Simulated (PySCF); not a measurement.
An unknown is described by computed data only.

Formula: C8H7N.

- Dipole: 1.95 D [PBE0/def2-SVPD]
- 1H NMR: chemical shifts (computed TMS as zero) by class: 8.80 (1 H), 7.99 (1 H), 7.96 (1 H), 7.31 (1 H), 3.96 (2 H), 1.55 (1 H) ppm [GIAO PBE0/pcSseg-1]
- UV, first state: lowest singlet excitation: 4.95 eV (251 nm, f = 0.005) [TDDFT PBE0/def2-SVPD]
- 13C NMR: chemical shifts (computed TMS as zero) by class: 164.4 (1 C), 154.5 (1 C), 142.4 (1 C), 128.9 (1 C), 126.6 (1 C), 88.4 (1 C), 76.3 (1 C), 31.6 (1 C) ppm [GIAO PBE0/pcSseg-1]
- Triplet: lowest triplet excitation (Tamm–Dancoff): 4.22 eV [TDA PBE0/def2-SVPD]
- Polarisability: 94.0 au [PBE0/def2-SVPD]
- Rotational structure: rotational constants A, B, C: 4.177, 1.109, 0.933 GHz [GFN2-xTB]
- NMR, other nuclei: isotropic shieldings of nuclei other than C and H, by class: -87 (1 N) ppm [GIAO PBE0/pcSseg-1]
- UV, strongest line: among the 6 lowest singlet transitions: S3 at 5.54 eV (224 nm, f = 0.072) [TDDFT PBE0/def2-SVPD]

The electronic properties come from PySCF, for the isolated species, density fitting. Levels stand in brackets. Geometry: GFN2-xTB, one conformer, isolated molecule. NMR values are class means; diastereotopic atoms form classes of their own.

**Question.** What is the compound? Reason from the data.

**Answer.** Numbering: `[CH:1]#[C:2][CH2:3][c:4]1[cH:5][cH:6][cH:7][cH:8][n:9]1`. Its formula, C8H7N, gives 6 degrees of unsaturation: 1 ring and 5 π bonds in the structure found (Kekulé form). 8 carbons fall into 8 classes; from least to most shielded: substituted aromatic carbon [C4] (164.4 ppm), aromatic CH next to a ring nitrogen [C8] (154.5 ppm), aromatic CH carbon [C6] (142.4 ppm), aromatic CH carbon [C5] (128.9 ppm), aromatic CH carbon [C7] (126.6 ppm), alkyne carbon [C2] (88.4 ppm), terminal alkyne carbon [C1] (76.3 ppm), benzylic-type carbon [C3] (31.6 ppm). Hydrogen classes from least to most shielded: 1 H on an aromatic CH next to a ring nitrogen, C8 (8.80 ppm), 1 H on an aromatic CH carbon, C6 (7.99 ppm), 1 H on an aromatic CH carbon, C5 (7.96 ppm), 1 H on an aromatic CH carbon, C7 (7.31 ppm), 2 H on a benzylic-type carbon, C3 (3.96 ppm), 1 H on a terminal alkyne carbon, C1 (1.55 ppm). The other shieldings belong to: -87 ppm, pyridine-type nitrogen [N9]. S1 is mainly HOMO→LUMO (weight 0.77); the largest Löwdin shares of the orbital it empties are 0.40 on the pyridine-type nitrogen, 0.10 on the substituted aromatic carbon, 0.10 on the aromatic CH next to a ring nitrogen and 0.09 on the terminal alkyne carbon, of the orbital it fills 0.25 on an aromatic CH carbon, 0.22 on the pyridine-type nitrogen, 0.12 on the aromatic CH next to a ring nitrogen and 0.12 on an aromatic CH carbon. The optimised geometry has point group C1 and is an asymmetric top. Structure: `C#CCc1ccccn1`. Computed isomers that give other values at the same levels: `Cc1ccccc1C#N` (13C chemical shifts (computed TMS as zero) by class: 150.2 (1 C), 140.7 (1 C), 138.0 (1 C), 135.0 (1 C), 131.5 (1 C), 123.6 (1 C), 117.5 (1 C), 24.1 (1 C) ppm); `C=CC#Cn1cccc1` (13C chemical shifts (computed TMS as zero) by class: 130.6 (1 C), 128.2 (2 C), 123.3 (1 C), 117.6 (2 C), 94.7 (1 C), 74.9 (1 C) ppm); `CC#Cc1ccccn1` (13C chemical shifts (computed TMS as zero) by class: 155.4 (1 C), 149.0 (1 C), 141.3 (1 C), 133.6 (1 C), 126.2 (1 C), 96.0 (1 C), 87.6 (1 C), 5.7 (1 C) ppm). The assignments are read from this structure; whether some other isomer fits the data as well wasn't checked.

The values belong to the conformer `[CH:1]#[C:2][CH2:3][c:4]1[cH:5][cH:6][cH:7][cH:8][n:9]1`: C2–C3–C4–C5 46°.
